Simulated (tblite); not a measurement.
C6H10BrFO.
Numbering: `[CH3:1][CH2:2][CH2:3][C@@:4]([CH3:5])([F:6])[C:7](=[O:8])[Br:9]` (hydrogens: H10, H11, H12 on C1; H13, H14 on C2; H15, H16 on C3; H17, H18, H19 on C5)

Computed with GFN2-xTB (tblite), gas phase: L-BFGS steps from a force-field or distance-geometry start until the largest atomic force falls under 0.01 eV/Å.

Step 17: E = -838.9846 eV
```
atom  x, y, z in Å  |  force x, y, z in eV/Å
C1     -2.7080   -0.4366   -0.0548    0.007   0.008  -0.002
C2     -1.3858    0.2328   -0.4099   -0.007  -0.001   0.007
C3     -0.2134   -0.4980    0.2464   -0.010   0.007   0.000
C4      1.1461    0.1092   -0.1224   -0.008  -0.007  -0.008
C5      2.3147   -0.7055    0.4367   -0.002   0.007   0.001
F6      1.2661    0.1451   -1.4949    0.000  -0.005  -0.007
C7      1.2490    1.5105    0.4436   -0.003  -0.016  -0.010
O8      1.0920    1.8148    1.5766   -0.014  -0.005  -0.011
Br9     1.7474    2.8613   -0.8604   -0.010  -0.003   0.004
H10    -3.5352    0.0867   -0.5272    0.009  -0.004   0.004
H11    -2.7167   -1.4705   -0.3941    0.000   0.018   0.001
H12    -2.8645   -0.4268    1.0220    0.002   0.003  -0.014
H13    -1.2538    0.2300   -1.4941    0.012  -0.001   0.021
H14    -1.4044    1.2740   -0.0771    0.009  -0.012   0.006
H15    -0.2147   -1.5430   -0.0719    0.004   0.014   0.002
H16    -0.3109   -0.4640    1.3328   -0.013  -0.012  -0.002
H17     3.2598   -0.2575    0.1364    0.002   0.000   0.002
H18     2.2558   -0.7369    1.5207    0.021  -0.003   0.000
H19     2.2668   -1.7163    0.0381    0.000   0.011   0.007
```

Step 18: E = -838.9847 eV
```
atom  x, y, z in Å  |  force x, y, z in eV/Å
C1     -2.7074   -0.4358   -0.0552    0.004   0.006  -0.001
C2     -1.3852    0.2328   -0.4096   -0.001   0.003   0.008
C3     -0.2136   -0.4991    0.2469   -0.009   0.014  -0.003
C4      1.1459    0.1085   -0.1221   -0.016  -0.005  -0.010
C5      2.3149   -0.7056    0.4369   -0.002   0.012  -0.004
F6      1.2652    0.1446   -1.4950    0.003  -0.008   0.004
C7      1.2480    1.5106    0.4434   -0.005  -0.034  -0.025
O8      1.0898    1.8148    1.5761   -0.013   0.002   0.002
Br9     1.7463    2.8611   -0.8609   -0.010  -0.004   0.006
H10    -3.5346    0.0873   -0.5276    0.005   0.000   0.003
H11    -2.7161   -1.4695   -0.3940    0.000   0.008  -0.005
H12    -2.8634   -0.4263    1.0214   -0.004   0.005  -0.003
H13    -1.2533    0.2314   -1.4937    0.015  -0.005   0.017
H14    -1.4029    1.2737   -0.0762    0.007  -0.008   0.008
H15    -0.2158   -1.5440   -0.0718    0.009   0.017   0.002
H16    -0.3118   -0.4652    1.3334   -0.010  -0.012  -0.008
H17     3.2592   -0.2571    0.1352    0.011   0.004   0.004
H18     2.2569   -0.7367    1.5208    0.020  -0.001   0.001
H19     2.2680   -1.7163    0.0387   -0.004   0.004   0.005
```

Step 19: E = -838.9848 eV
```
atom  x, y, z in Å  |  force x, y, z in eV/Å
C1     -2.7066   -0.4348   -0.0557   -0.001   0.002   0.002
C2     -1.3845    0.2330   -0.4092    0.006   0.008   0.007
C3     -0.2140   -0.5002    0.2473   -0.003   0.015  -0.005
C4      1.1455    0.1076   -0.1219   -0.018  -0.002  -0.008
C5      2.3152   -0.7054    0.4371    0.000   0.013  -0.008
F6      1.2642    0.1440   -1.4951    0.004  -0.013   0.011
C7      1.2467    1.5102    0.4430   -0.008  -0.039  -0.031
O8      1.0870    1.8147    1.5753   -0.012   0.006   0.011
Br9     1.7447    2.8607   -0.8616   -0.009  -0.006   0.008
H10    -3.5337    0.0879   -0.5280   -0.001   0.007  -0.001
H11    -2.7154   -1.4682   -0.3941   -0.001  -0.005  -0.011
H12    -2.8622   -0.4256    1.0205   -0.010   0.007   0.011
H13    -1.2523    0.2329   -1.4930    0.018  -0.008   0.007
H14    -1.4009    1.2733   -0.0749    0.004   0.002   0.011
H15    -0.2169   -1.5449   -0.0716    0.012   0.015   0.000
H16    -0.3131   -0.4668    1.3339   -0.004  -0.010  -0.011
H17     3.2586   -0.2566    0.1338    0.017   0.008   0.005
H18     2.2587   -0.7364    1.5210    0.016   0.002   0.001
H19     2.2693   -1.7162    0.0395   -0.009  -0.003   0.002
```

**Question.** Estimate the geometry and energy of step 20. (The exact step hangs on the optimiser's Hessian estimate; all steps are aligned on step 19, rigid shifts and turns removed.)

**Answer.** E = -838.9850 eV, largest force 0.039 eV/Å
```
atom  x, y, z in Å  |  force x, y, z in eV/Å
C1     -2.7058   -0.4336   -0.0562   -0.007  -0.002   0.005
C2     -1.3837    0.2333   -0.4086    0.010   0.012   0.005
C3     -0.2145   -0.5012    0.2478    0.004   0.010  -0.004
C4      1.1447    0.1065   -0.1218   -0.010  -0.001  -0.003
C5      2.3155   -0.7050    0.4371    0.005   0.009  -0.009
F6      1.2631    0.1432   -1.4950    0.004  -0.019   0.012
C7      1.2450    1.5091    0.4425   -0.012  -0.027  -0.025
O8      1.0836    1.8144    1.5743   -0.009   0.004   0.011
Br9     1.7427    2.8599   -0.8623   -0.008  -0.008   0.008
H10    -3.5327    0.0888   -0.5285   -0.007   0.013  -0.003
H11    -2.7146   -1.4668   -0.3944   -0.002  -0.016  -0.016
H12    -2.8610   -0.4247    1.0198   -0.016   0.008   0.021
H13    -1.2509    0.2345   -1.4920    0.018  -0.009  -0.004
H14    -1.3986    1.2729   -0.0731    0.000   0.014   0.013
H15    -0.2179   -1.5456   -0.0714    0.012   0.007  -0.004
H16    -0.3145   -0.4687    1.3342    0.001  -0.006  -0.009
H17     3.2582   -0.2559    0.1324    0.017   0.011   0.005
H18     2.2610   -0.7359    1.5213    0.011   0.007  -0.001
H19     2.2706   -1.7161    0.0404   -0.012  -0.007  -0.001
```

The energy changes by -0.0001 eV. The first-order estimate −F·Δx gives -0.0002 eV and the mean of the old and new forces, exact on a quadratic surface, -0.0001 eV. The step makes an angle of 74° with the force vector and moves no atom by more than 0.004 Å.

What follows is the cost of the whole relaxation. Hardware: one thread of an Arm Neoverse N1, on a shared host. Cost: 0.91 s wall.
